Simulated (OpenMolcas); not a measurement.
Computed levels of 4d in ions with 37 electrons, in cm-1 above ²D_3/2.

```
Program             : OpenMolcas
Method              : SS-CASPT2, IPEA 0.25 Eh, imaginary shift 0.1 Eh
Basis               : ANO-RCC-VTZP
Scalar Hamiltonian  : DKH2, point nucleus
Spin-orbit coupling : state interaction with AMFI integrals over the reference wave functions, term energies averaged over their components
```

Active space for each ion: 1 electron in 5 orbitals (4d); closed shells correlated by CASPT2: 4s 4p.

```
 Level  Zr3+  Mo5+  Tc6+  Ru7+
²D_5/2  1226  2480  3290  4190
```

Q: Estimate ²D_5/2 for Nb4+ from its neighbours Zr3+ and Mo5+.

A: ²D_5/2 is fine structure, which grows about as the fourth power of a screened charge, so the fourth roots are averaged: ((1226^0.25 + 2480^0.25) / 2)^4 = 1771. The calculation gives 1848, so the estimate is off by -4.2 %; the measured value is 1870 (Moore, Atomic Energy Levels, vol. II, NSRDS-NBS 35 (1971 reprint of NBS Circular 467, 1952)).

Term energies are means over components that CASPT2 splits; among the terms shown or strongly mixed into the levels shown the widest spread is 13 cm-1 (4d ²D, Nb4+). With one active electron, CASPT2 adds the correlation within the correlated inactive shells and between them and that electron, and leaves the splitting within a term as the reference gives it. Computed and measured levels are paired by configuration, term and J; levels that our copy of the source lacks, or whose pairing is in doubt (as where it misses far off the trend of its configuration), stay unpaired and out of the deviations. Levels of configurations outside the active space are missing.
